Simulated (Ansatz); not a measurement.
Basis-set extrapolation for C8H7O− (`C=Cc1ccc([O-])cc1`) (PBE0-D4/def2-TZVPD geometry, frozen core, Ansatz). Multiplicity 1, RHF reference.

|  | def2-TZVPPD | def2-QZVPPD |
| --- | --- | --- |
| HF | -382.019099 | -382.034553 |
| MP2 correlation | -1.520307 | -1.614816 |
| CCSD(T) correlation | -1.626106 | not run |

Energies in hartree. Use E(X) = E(∞) + A·exp(−7.88·√X) for Hartree–Fock and E(X) = E(∞) + B·X^(−2.97) for correlation, with X = 3 and 4, and add CCSD(T) minus MP2 of the smaller set to the MP2 limit.

Problem. What is the CCSD(T) energy at the basis-set limit?

Solution. HF limit: -382.034553 + (-0.015454) × 0.13774 = -382.03668. MP2 limit: -1.614816 + (-0.094509) × 0.74074 = -1.68482. Higher-order term: -1.626106 − (-1.520307) = -0.10580. Total: -383.82730 hartree, 114.3 kcal/mol below CCSD(T)/def2-TZVPPD.
